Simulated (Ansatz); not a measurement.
Process, species as SMILES: Cl[Se] (Cl-Se) → Cl atom + Se atom
B3LYP-D3(BJ)/def2-TZVP geometries, fixed; electronic energies without zero-point terms.

Basis-set convergence of the atomisation energy at B3LYP with Ansatz (a first-principles code). All functions are spherical. The program fits the integrals of some runs and decomposes those of others, by size. Open shells are unrestricted. No added dispersion term, no relativity. Functions are those of the species that has most. Reference: the value in aug-cc-pV(5+d)Z, 63.73 kcal/mol, itself unsure by roughly 0.06 kcal/mol (its mean distance from pcseg-4, aug-pcseg-3, aug-cc-pV(Q+d)Z). Deviations are taken from unrounded values.

```json
[
 {"basis": "pcseg-0", "functions": "35"},
 {"basis": "pcseg-1", "functions": "45"},
 {"basis": "def2-SVP", "functions": "50"},
 {"basis": "aug-pcseg-1", "functions": "63"},
 {"basis": "pcseg-2", "functions": "77"},
 {"basis": "def2-TZVP", "functions": "85"},
 {"basis": "def2-TZVPP", "functions": "90"},
 {"basis": "aug-pcseg-2", "functions": "109"},
 {"basis": "pcseg-3", "functions": "132"},
 {"basis": "def2-QZVP", "functions": "145"},
 {"basis": "def2-QZVPP", "functions": "159"},
 {"basis": "aug-pcseg-3", "functions": "182"},
 {"basis": "pcseg-4", "functions": "216"}
]
```

**Question.** Which is the smallest set listed that can be trusted to 1 kcal/mol here, that is, within that of the reference together with its larger relatives (same family, alike in diffuse functions; a set with none to test it counts only in the reference's own line)?

**Answer.** The smallest set listed that lies within 1 kcal/mol of the reference with all its larger relatives (same family, alike in diffuse functions; a set with none counts only in the reference's own line) is def2-TZVP (85 functions, -0.63 kcal/mol off). Value minus reference: pcseg-0 -20.73, pcseg-1 -5.27, def2-SVP -2.89, aug-pcseg-1 -4.97, pcseg-2 -1.51, def2-TZVP -0.63, def2-TZVPP -0.62, aug-pcseg-2 -0.59, pcseg-3 -0.13, def2-QZVP -0.18, def2-QZVPP -0.11, aug-pcseg-3 -0.07, pcseg-4 -0.01 kcal/mol.
